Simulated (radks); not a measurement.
Coherent X-ray form factor from a spherical all-electron density. Method: non-relativistic Kohn-Sham, r2SCAN, spin-polarised, spherical densities, point nucleus; meta-GGA in the generalised Kohn-Sham scheme; computed with a radial shooting solver on a logarithmic mesh with Libxc functionals.

sin(theta)/lambda (1/angstrom),f0 (electrons)
0.05,16.511
0.1,15.235
0.15,13.600
0.2,11.996
0.25,10.636
0.3,9.575
0.4,8.170
0.5,7.288
0.6,6.575
0.8,5.226
1,4.006
1.25,2.866
1.5,2.153
2,1.497

The species is in the configuration that NIST lists as its ground one. Which atom or ion scatters so?

Answer. Neutral chlorine, [Ne] 3s2 3p5. Extrapolating in s^2 from the first two rows gives f0(0) = 16.9, near the electron count 17; among species with that count, the fall with angle is slower the higher Z, and the table is that of Z = 17; from so few rows the species is fixed only to a neighbour or two.
